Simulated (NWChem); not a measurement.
System: CH₂AlNO₃; SMILES O=C=[N][Al]([OH])[OH]

NWChem input:

```
start job
memory heap 200 mb stack 900 mb global 1100 mb
geometry units angstroms
  Al     0.825011     0.488063     0.123721
  N     -0.583271    -0.616784     0.047988
  C     -1.655550    -1.069280    -0.203279
  O     -2.680136    -1.563529    -0.412218
  O      0.647886     1.913307    -0.665727
  H      0.919246     2.766575    -0.970497
  O      2.172340     0.034901     0.948443
  H      2.605356    -0.624978     1.469675
end
basis spherical
  * library def2-svp
end
dft
  xc xpbe96 cpbe96
  disp vdw 4
  iterations 150
end
driver
  maxiter 120
end
task dft optimize
task dft freq
```

Excerpt of the output:

```
             Northwest Computational Chemistry Package (NWChem) 7.3.0
             --------------------------------------------------------

 CS  symmetry detected

                             Geometry "geometry" -> ""
                             -------------------------

 Output coordinates in angstroms (scale by  1.889725989 to convert to a.u.)

  No.       Tag          Charge          X              Y              Z
 ---- ---------------- ---------- -------------- -------------- --------------
    1 Al                  13.0000    -0.00162635     0.93575640     0.00000000
    2 N                    7.0000     0.28151701    -0.83328581     0.00000000
    3 C                    6.0000     0.09772033    -2.00967383     0.00000000
    4 O                    8.0000    -0.01414765    -3.16084695     0.00000000
    5 O                    8.0000    -1.57352571     1.39949578     0.00000000
    6 H                    1.0000    -2.28622637     2.02130367     0.00000000
    7 O                    8.0000     1.27909478     1.96559667     0.00000000
    8 H                    1.0000     2.21905654     2.07094279     0.00000000

 Effective nuclear repulsion energy (a.u.)     254.4399735319

      Symmetry information
      --------------------

 Group name             Cs
 Group number              2
 Group order               2
 No. of unique centers     8

                                Z-matrix (autoz)
                                --------

 Units are Angstrom for bonds and degrees for angles

      Type          Name      I     J     K     L     M      Value
      ----------- --------  ----- ----- ----- ----- ----- ----------
    1 Stretch                  1     2                       1.79156
    2 Stretch                  1     5                       1.63888
    3 Stretch                  1     7                       1.64342
    4 Stretch                  2     3                       1.19066
    5 Stretch                  3     4                       1.15660
    6 Stretch                  5     6                       0.94583
    7 Stretch                  7     8                       0.94585
    8 Bend                     1     2     3               162.02668
    9 Bend                     1     5     6               155.33341
   10 Bend                     1     7     8               147.59164
   11 Bend                     2     1     5               115.53036
   12 Bend                     2     1     7               119.70977
   13 Bend                     4     2     1               163.66730
   14 Bend                     5     1     7               124.75987
   15 Torsion                  2     1     3     4         180.00000
   16 Torsion                  2     1     5     6         180.00000
   17 Torsion                  2     1     7     8           0.00000
   18 Torsion                  3     2     1     5           0.00000
   19 Torsion                  3     2     1     7         180.00000
   20 Torsion                  5     1     7     8         180.00000
   21 Torsion                  6     5     1     7           0.00000

  pbe96 is a nonlocal functional; adding pw91lda local functional.

                           NWChem Geometry Optimization
                           ----------------------------

 maximum gradient threshold         (gmax) =   0.000450
 rms gradient threshold             (grms) =   0.000300
 maximum cartesian step threshold   (xmax) =   0.001800
 rms cartesian step threshold       (xrms) =   0.001200
 fixed trust radius                (trust) =   0.300000
 source of zmatrix                         =   autoz

          -------------------
          Energy Minimization
          -------------------

 Using diagonal initial Hessian
 Scaling for Hessian diagonals: bonds = 1.00  angles = 0.25  torsions = 0.10

          --------
          Step   0

                                 NWChem DFT Module
                                 -----------------

[...]

      ----------------------
      Optimization converged
      ----------------------

  Step       Energy      Delta E   Gmax     Grms     Xrms     Xmax
  ---- ---------------- -------- -------- -------- -------- --------
@   16    -561.54632600 -1.1D-07  0.00009  0.00003  0.00037  0.00104
                                     ok       ok       ok       ok

                                Z-matrix (autoz)
                                --------

 Units are Angstrom for bonds and degrees for angles

      Type          Name      I     J     K     L     M      Value     Gradient
      ----------- --------  ----- ----- ----- ----- ----- ---------- ----------
    1 Stretch                  1     2                       1.77829    0.00001
    2 Stretch                  1     5                       1.70521    0.00000
    3 Stretch                  1     7                       1.70845    0.00001
    4 Stretch                  2     3                       1.21176    0.00007
    5 Stretch                  3     4                       1.18279   -0.00009
    6 Stretch                  5     6                       0.96983    0.00000
    7 Stretch                  7     8                       0.96944   -0.00001
    8 Bend                     1     2     3               177.47969    0.00000
    9 Bend                     1     5     6               121.12689   -0.00000
   10 Bend                     1     7     8               122.73959    0.00001
   11 Bend                     2     1     5               117.37538   -0.00001
   12 Bend                     2     1     7               122.17391    0.00001
   13 Bend                     4     2     1               177.73526   -0.00000
   14 Bend                     5     1     7               120.45071   -0.00000
   15 Torsion                  2     1     3     4         180.00000    0.00000
   16 Torsion                  2     1     5     6         180.00000    0.00000
   17 Torsion                  2     1     7     8           0.00000    0.00000
   18 Torsion                  3     2     1     5           0.00000    0.00000
   19 Torsion                  3     2     1     7         180.00000    0.00000
   20 Torsion                  5     1     7     8         180.00000    0.00000
   21 Torsion                  6     5     1     7           0.00000    0.00000

                         Geometry "geometry" -> "geometry"
                         ---------------------------------

 Output coordinates in angstroms (scale by  1.889725989 to convert to a.u.)

[...]

 Rotational Constants
 --------------------
 A=   0.215975 cm-1  (  0.310734 K)
 B=   0.046464 cm-1  (  0.066851 K)
 C=   0.038238 cm-1  (  0.055015 K)

 Temperature                      =   298.15K
 frequency scaling parameter      =   1.0000

 Zero-Point correction to Energy  =   25.242 kcal/mol  (  0.040225 au)
 Thermal correction to Energy     =   30.064 kcal/mol  (  0.047909 au)
 Thermal correction to Enthalpy   =   30.656 kcal/mol  (  0.048853 au)

 Total Entropy                    =   86.661 cal/mol-K
   - Translational                =   39.788 cal/mol-K (mol. weight = 102.9850)
   - Rotational                   =   27.820 cal/mol-K (symmetry #  =        1)
   - Vibrational                  =   19.053 cal/mol-K

 Cv (constant volume heat capacity) =   24.997 cal/mol-K
   - Translational                  =    2.979 cal/mol-K
   - Rotational                     =    2.979 cal/mol-K
   - Vibrational                    =   19.038 cal/mol-K

[normal modes left out]

 ----------------------------------------------------------------------------
 Normal Eigenvalue ||           Projected Infra Red Intensities
  Mode   [cm**-1]  || [atomic units] [(debye/angs)**2] [(KM/mol)] [arbitrary]
 ------ ---------- || -------------- ----------------- ---------- -----------
    1       -0.000 ||    0.000096           0.002         0.093       0.009
    2       -0.000 ||    0.000360           0.008         0.351       0.035
    3       -0.000 ||    0.000201           0.005         0.196       0.019
    4       -0.000 ||    0.000997           0.023         0.972       0.097
    5        0.000 ||    0.000249           0.006         0.243       0.024
    6        0.000 ||    0.000428           0.010         0.418       0.041
    7       58.981 ||    0.000280           0.006         0.273       0.027
    8       85.646 ||    0.000065           0.002         0.063       0.006
    9      210.102 ||    0.029652           0.684        28.907       2.872
   10      236.159 ||    0.019887           0.459        19.387       1.926
   11      272.455 ||    0.027341           0.631        26.653       2.648
   12      305.980 ||    0.229754           5.301       223.976      22.251
   13      343.453 ||    0.037762           0.871        36.813       3.657
   14      504.628 ||    0.025140           0.580        24.508       2.435
   15      586.025 ||    0.154549           3.566       150.662      14.967
   16      595.949 ||    0.060413           1.394        58.894       5.851
   17      602.593 ||    0.024663           0.569        24.042       2.388
   18      609.642 ||    0.175718           4.054       171.298      17.017
   19      822.495 ||    0.175476           4.048       171.063      16.994
   20      941.046 ||    0.119465           2.756       116.460      11.570
   21     1463.821 ||    0.033722           0.778        32.874       3.266
   22     2389.243 ||    1.187519          27.397      1157.652     115.005
   23     3816.599 ||    0.101041           2.331        98.499       9.785
   24     3820.348 ||    0.073403           1.693        71.557       7.109
 ----------------------------------------------------------------------------
```

Level: PBE-D3(BJ)/def2-SVP.
